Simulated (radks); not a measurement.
Neutral nitrogen, [He] 2s2 2p3. Method: non-relativistic Kohn-Sham, PBE, spin-polarised, spherical densities, point nucleus; computed with a radial shooting solver on a logarithmic mesh with Libxc functionals. Every spin shell is full or empty, so the densities are truly spherical. Functionals are evaluated on that one density, not self-consistently. Rank these exchange functionals by their error against the exact value of the orbitals, and give that value: LDA, PBEsol, revPBE, WC, B86b, APBE, revTPSS, MS2, Tao-Mo, MVS.

Answer. Exact: -6.57138 hartree. From best to worst, with 100 (|E| - |E exact|)/|E exact| (equal figures are ties): revTPSS +0.10, MVS -0.12, B86b +0.13, revPBE +0.22, Tao-Mo +0.44, MS2 +0.50, APBE +0.76, WC -2.25, PBEsol -4.36, LDA -10.54.
